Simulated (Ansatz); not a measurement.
C₂H₆FNSi, SMILES `C/C(F)=N/[SiH3]`, relaxed with RKS PBE0-D4/def2-TZVP in the Gaussian-basis code of Ansatz from a PBE-D4/def2-SVP geometry. The force threshold is 0.005 eV/Å; the program also tests the step.

The species carries charge 0 and has multiplicity 1.

Start:

```xyz
11

C     0.865   -1.851    0.168
C     0.088   -0.575    0.243
F    -0.807   -0.626    1.291
N     0.192    0.428   -0.506
Si   -0.701    1.948   -0.426
H     0.174   -2.708    0.039
H     1.408   -2.019    1.121
H     1.580   -1.812   -0.671
H    -2.140    1.786   -0.010
H    -0.659    2.569   -1.791
H    -0.001    2.860    0.544
```

| step | energy (eV) | largest force (eV/Å) | largest move (Å) |
| --- | --- | --- | --- |
| 1 | -14249.2431 | 1.003 | 0.000 |
| 2 | -14249.2928 | 0.249 | 0.039 |
| 3 | -14249.2974 | 0.111 | 0.014 |
| 4 | -14249.2977 | 0.032 | 0.004 |
| 5 | -14249.2979 | 0.046 | 0.013 |
| 6 | -14249.2983 | 0.031 | 0.033 |
| 7 | -14249.2985 | 0.031 | 0.030 |
| 8 | -14249.2989 | 0.077 | 0.063 |
| 9 | -14249.2994 | 0.050 | 0.018 |
| 10 | -14249.3000 | 0.073 | 0.066 |
| 11 | -14249.3006 | 0.065 | 0.024 |
| 12 | -14249.3018 | 0.025 | 0.034 |
| 13 | -14249.3025 | 0.026 | 0.050 |
| 14 (rejected) | -14249.2897 | 0.353 | 0.197 |
| 15 (rejected) | -14249.3018 | 0.125 | 0.014 |
| 16 | -14249.3026 | 0.009 | 0.007 |
| 17 | -14249.3030 | 0.013 | 0.040 |
| 18 (rejected) | -14249.3001 | 0.165 | 0.147 |
| 19 (rejected) | -14249.2962 | 0.404 | 0.022 |
| 20 | -14249.3032 | 0.007 | 0.011 |
| 21 | -14249.3035 | 0.037 | 0.074 |
| 22 | -14249.3036 | 0.021 | 0.007 |
| 23 | -14249.3037 | 0.012 | 0.011 |
| 24 | -14249.3038 | 0.009 | 0.028 |
| 25 | -14249.3038 | 0.013 | 0.021 |
| 26 | -14249.3038 | 0.010 | 0.002 |
| 27 | -14249.3038 | 0.002 | 0.001 |

End:

```xyz
11

C     0.882   -1.821    0.185
C     0.037   -0.600    0.212
F    -1.079   -0.827    0.963
N     0.255    0.485   -0.340
Si   -0.661    1.958   -0.369
H     0.311   -2.655   -0.230
H     1.163   -2.096    1.204
H     1.771   -1.643   -0.413
H    -1.931    1.925    0.403
H    -0.963    2.251   -1.792
H     0.215    3.023    0.178
```

Run time 47 s (4 threads of an Intel Xeon 6975P-C on a shared host); peak host memory 0.52 GiB.
